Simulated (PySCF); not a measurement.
Molecule: fluoro(triiodo)germane, sum formula GeI3F, charge 0, multiplicity 1. 
Coordinates optimised at B3LYP-D3(BJ)/def2-TZVP (Ansatz):
SMILES: [Ge]([F])([I])([I])[I]
```xyz
5

F      0.0793    -0.0968     2.2189
Ge     0.0172    -0.0210     0.4816
I      2.1808    -0.9912    -0.3445
I     -1.9724    -1.3861    -0.2132
I     -0.2323     2.4064    -0.1099
```

Dispersion corrections to the total energy (kcal/mol) from the dftd3 and dftd4 libraries through PySCF: D3(BJ) without and D4 with the three-body term, each with the damping fitted for the functional named.

```
functional  D3(BJ)      D4
----------  ------  ------
HSE06        -5.88   -5.81
B2GP-PLYP   -10.45   -3.08
BLYP        -13.88     [?]
B3LYP       -11.91  -11.28
TPSS         -7.84   -9.00
BP86           [?]  -10.32
B2PLYP         [?]   -4.73
```

Question: Complete the blanks.

Answer: 
- BLYP, D4: -13.68
- BP86, D3(BJ): -12.99
- B2PLYP, D3(BJ): -7.02
